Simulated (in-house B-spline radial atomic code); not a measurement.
Orbital energies and mean radii along the 59-electron series, configuration [Xe] 4f5. The effective charge is n√(-2ε), a non-relativistic measure. Computed with a radial B-spline atomic code at the basis-set limit: Dirac-Hartree-Fock, average of the configuration, finite nuclei.

| ion | Z | energy of 5s1/2 (Eh) | mean radius of 5s1/2 (bohr) | energy of 4d3/2 (Eh) | mean radius of 4d3/2 (bohr) | effective charge of 5s1/2 |
| --- | --- | --- | --- | --- | --- | --- |
| Pm2+ | 61 | -2.3829 | 1.4665 | -5.7629 | 0.6846 | 10.915 |
| Sm3+ | 62 | -3.0057 | 1.399 | -6.7141 | 0.66337 | 12.259 |
| Eu4+ | 63 | -3.6965 | 1.3354 | -7.7725 | 0.64283 | 13.595 |
